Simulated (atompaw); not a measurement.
Before and after: PAW (atompaw) potential for Gd (Z = 64)

- Element: gadolinium
- Generator: atompaw 4.2.0.5
- Type: PAW
- Functional: PBE
- Relativity: scalar-relativistic
- Frozen core: [Xe]
- Valence charge: 10
- Reference configuration: 4f7 5d1 6s1 6p0 (charge +1)
- Partial waves: 6s (bound): rc 3.00 bohr; 6s channel at 0.95 Ry: rc 3.00 bohr; 6p (bound, empty): rc 3.00 bohr; 6p channel at 0.2 Ry: rc 3.00 bohr; 5d (bound): rc 2.45 bohr; 5d channel at -0.15 Ry: rc 3.00 bohr; 4f (bound): rc 1.05 bohr; 4f channel at -0.5 Ry: rc 1.05 bohr
- Local potential: ultrasoft scheme with l = 4 at 0 Ry, radius 2.70 bohr
- Core correction: smooth core density matched at 1.65 bohr
- Augmentation charge: sinc compensation charge, radius 2.65 bohr; PAW radius 3.00 bohr; waves and projectors: custom rrkj vanderbiltortho

Change: wave 4f (bound): rc 1.05 bohr becomes 4f (bound): rc 2.72 bohr.

Cutoffs: the cutoffs (Ry, on a coarse ladder) from which the occupation-weighted sum of valence levels, in a spherical-Bessel basis at the reference potential, stays within 10 and 1 mRy of its value at 400 Ry; they do not see the model core or the augmentation charge, which bear on the density cutoff.

Question: What does the change do?

Answer: The potential gets softer (180 Ry and 300 Ry → 18 Ry and 21 Ry); both files keep a bound ghost (p, s); the range in which the f phases agree narrows (upper end 3.1 → 0.8).

| quantity | base | changed |
| --- | --- | --- |
| cutoff, loose | 180 Ry | 18 Ry |
| cutoff, tight | 300 Ry | 21 Ry |
| loose cutoff by channel (10 mRy a level) | s 6 Ry, d 12 Ry, f 120 Ry | s 6 Ry, d 12 Ry, f 15 Ry |
| bound ghosts | p, s | p, s |
| s: phases at 3.00 bohr within 0.05 rad from the reference energy up to (Ry; the scan ends near 5) | 3.3 | 3.3 |
| p: phases at 3.00 bohr within 0.05 rad from the reference energy up to (Ry; the scan ends near 5) | to the end of the scan | to the end of the scan |
| d: phases at 3.00 bohr within 0.05 rad from the reference energy up to (Ry; the scan ends near 5) | 2.1 | 2.1 |
| f: phases at 3.00 bohr within 0.05 rad from the reference energy up to (Ry; the scan ends near 5) | 3.1 | 0.8 |
| lowest overlap eigenvalue by channel | s 0.64, p 0.73, d 0.38, f 0.99 | s 0.64, p 0.73, d 0.38, f 0.32 |

 A true bound ghost makes a file unfit for plane-wave use even where its test errors are small: the radial tests pick states by their node count and pass the ghost by. The cutoffs see the waves, projectors and local potential, not the compensation charge or the core.
